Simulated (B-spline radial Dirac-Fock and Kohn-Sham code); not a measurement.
The L3 (2p3/2) hole of cerium ions: width and yield against charge

Method: independent-particle radiative and Coulomb Auger rates from relativistic LDA hole-state orbitals, with Dirac-Fock energies. Computed with a B-spline atomic structure program. Tabulated ground configurations, configuration averages; single configurations, so decays that open only by mixing (as 1s 2s² with 1s 2p² in Be-like ions) are missing and such tiny yields are far too low.

```
 ion      configuration  radiative (eV)  non-radiative (eV)  yield
  Ce   [Xe] 4f1 5d1 6s2           0.382                2.83  0.119
 Ce⁺       [Xe] 4f1 5d2           0.382                2.83  0.119
Ce²⁺           [Xe] 4f2           0.380                2.81  0.119
Ce³⁺           [Xe] 4f1           0.381                2.83  0.119
Ce⁴⁺  [Kr] 4d10 5s2 5p6           0.382                2.85  0.118
Ce⁵⁺  [Kr] 4d10 5s2 5p5           0.383                2.84  0.119
Ce⁶⁺  [Kr] 4d10 5s2 5p4           0.383                2.84  0.119
Ce⁷⁺  [Kr] 4d10 5s2 5p3           0.383                2.84  0.119
```
